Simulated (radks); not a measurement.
Valence configurations of Sm (all share [Xe]). Method: scalar-relativistic Kohn-Sham, PBE, spin-unpolarised, spherical densities, finite nucleus; Fermi nuclear charge, rms radius 5.0819 fm; computed with a radial shooting solver on a logarithmic mesh with Libxc functionals. Energies are relative to 4f6 6s2; eigenvalues in eV.

valence      E (eV)    e(4f)   e(5d)   e(6p)   e(6s)
4f6 6s2       0.000   -2.473       -       -  -3.583
4f6 6p2       5.007   -4.912       -  -2.256       -
4f6 5d2       4.142   -0.977  -0.924       -       -
4f5 6s2 6p1   4.972  -11.152       -  -2.193  -5.291
4f6 5d1 6s1   2.006   -1.471  -1.134       -  -3.226
4f6 6s1 6p1   2.440   -3.743       -  -1.785  -4.292
4f7 6p1       4.995   -0.045       -  -1.694       -
4f4 5d2 6s2  10.825  -14.330  -3.772       -  -4.260
4f5 5d1 6s2   2.952   -7.963  -2.742       -  -3.995

NIST lists [Xe] 4f6 6s2 as the ground configuration; this level of theory agrees among the configurations tried. The energies are those of spherical spin-averaged densities, not of single terms. No valid solution was reached for [Xe] 4f7 6s1.
